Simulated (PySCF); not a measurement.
**SMILES CO[C@@]12CC[C@@H]1C2, C6H10O**

Cartesian coordinates in Å; atom numbers follow the order of the lines, from 1:
```xyz
17

C     2.4302   -0.2264    0.1382
O     1.2775   -0.2199   -0.6790
C     0.1031   -0.1026    0.0381
C    -0.4356    1.2140    0.6056
C    -1.8594    0.7605    0.2159
C    -1.2862   -0.5357   -0.3452
C    -0.5479   -1.2543    0.7508
H     2.5213    0.7098    0.6996
H     2.4095   -1.0634    0.8443
H     3.2810   -0.3332   -0.5315
H    -0.0968    2.0792    0.0406
H    -0.2540    1.3775    1.6682
H    -2.5542    0.6309    1.0455
H    -2.3159    1.3944   -0.5401
H    -1.6378   -1.0359   -1.2309
H    -0.8722   -1.1493    1.7765
H    -0.1696   -2.2334    0.4977
```

Method: GIAO PBE0/pcSseg-1 magnetisability, rotational g tensor and spin-rotation constants, non-relativistic, gas phase in PySCF 2.14.0. Geometry: GFN2-xTB.

(1) Give the nuclear spin-rotation constants along the inertial axes (H = +C I·J) beside the isotropic shieldings.

(2) How do the rotational constants and the g tensor change when H8, H9, H10, H11, H12, H13, H14, H15, H16, H17 are replaced by deuterium?

Results:

(1) Rotational constants 5.5418, 2.1349, 1.8663 GHz. A star marks the isotopologue with that one atom substituted, in its own axes.
| atom | isotope | Caa (kHz) | Cbb (kHz) | Ccc (kHz) | mean (kHz) | σ (ppm) |
| --- | --- | --- | --- | --- | --- | --- |
| H8 | 1H | -0.541 | 0.038 | -0.144 | -0.216 | 28.2 |
| H9 | 1H | -0.558 | -0.055 | -0.067 | -0.227 | 28.5 |
| H10 | 1H | 0.027 | -0.217 | -0.110 | -0.100 | 28.1 |
| H11 | 1H | -0.565 | -0.005 | -0.141 | -0.237 | 29.6 |
| H12 | 1H | -0.613 | -0.227 | 0.063 | -0.259 | 29.8 |
| H13 | 1H | -0.249 | -0.237 | -0.085 | -0.190 | 30.8 |
| H14 | 1H | -0.438 | -0.168 | -0.045 | -0.217 | 29.7 |
| H15 | 1H | -0.545 | -0.163 | -0.019 | -0.242 | 29.6 |
| H16 | 1H | -0.576 | -0.241 | -0.002 | -0.273 | 31.6 |
| H17 | 1H | -0.465 | -0.009 | -0.222 | -0.232 | 30.9 |
| C1 | 13C* | 0.973 | 0.484 | 0.358 | 0.605 | 129.7 |
| O2 | 17O* | -0.604 | -0.162 | -0.147 | -0.304 | 289.2 |
| C3 | 13C* | 0.900 | 0.555 | 0.402 | 0.619 | 122.0 |
| C4 | 13C* | 0.853 | 0.348 | 0.303 | 0.501 | 156.7 |
| C5 | 13C* | 0.961 | 0.295 | 0.241 | 0.499 | 165.0 |
| C6 | 13C* | 0.885 | 0.291 | 0.314 | 0.497 | 160.1 |
| C7 | 13C* | 0.758 | 0.344 | 0.255 | 0.453 | 166.4 |

For the geometry as given, no vibrational averaging.

(2) Constants 4.2712, 1.7680, 1.5458 GHz; g 0.0012, -0.0043, -0.0038, against 0.0020, -0.0051, -0.0047 before.
